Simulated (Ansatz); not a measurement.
`IB1C[SiH2]1` + PH₃ → `PB1C[SiH2]1` + HI at 500 K and 1 bar (ligand exchange at a B–I bond).

Program: Ansatz. Geometries: PBE0-D4/def2-TZVP. ΔE: electronic, gas phase. CCSD(T)/CBS is the MP2 limit (def2-TZVPP, def2-QZVPP) plus CCSD(T) − MP2 in def2-TZVPP, frozen cores. This one scheme is used for every species. Elements past krypton have def2 core potentials. For I outer-core shells are correlated without core-valence functions, which leaves a few kJ/mol of doubt a bond. Each species was taken in one conformer, which may not be the lowest.

```csv
species,CCSD(T)/CBS energy (Eh),H − E (kJ/mol),S (J/(mol·K))
`IB1C[SiH2]1`,-651.73646,159.6,385.5
PH₃,-342.72256,81.5,231.4
`PB1C[SiH2]1`,-696.40651,211.3,393.5
HI,-298.03592,28.6,221.6
```

H − E and S are ideal-gas, rigid-rotor, harmonic terms from PBE0-D4/def2-TZVP, for one conformer and one mirror image of each species. 1 Eh = 2625.50 kJ/mol, R = 8.31446 J/(mol·K).

Question: By hand: ΔE, ΔH, ΔS and ΔG.

Answer: ΔE = (-696.40651) + (-298.03592) − (-651.73646) − (-342.72256) = 0.01659 Eh = 43.6 kJ/mol. Δ(H − E) = 211.3 + 28.6 − 159.6 − 81.5 = -1.2, so ΔH = 42.4 kJ/mol. ΔS = 393.5 + 221.6 − 385.5 − 231.4 = -1.8 J/(mol·K). ΔG = 42.4 − 500 × (-1.8)/1000 = 43.3 kJ/mol.

Question: By hand: the equilibrium constant, and the temperature at which ΔG would vanish if ΔH and ΔS stayed fixed.

Answer: log₁₀ K = −ΔG/(RT ln 10) = -4.5. ΔH and −TΔS have one sign here, so there is no such temperature.

The number of gas molecules stays the same, so ΔS is small and ΔH decides. A doubt of 5 kJ/mol in ΔE shifts log₁₀ K by 0.5 here. Other conformers and mirror images would add mixing entropy, several J/(mol·K) or more a flexible species. These are equilibria of isolated gas molecules and say nothing of rates. Largest T1 diagnostic: 0.017 (customary marks: 0.02 for closed shells, 0.045 for open ones).

ΔS is within the doubt of such terms, so its sign, and with it that verdict, could turn.
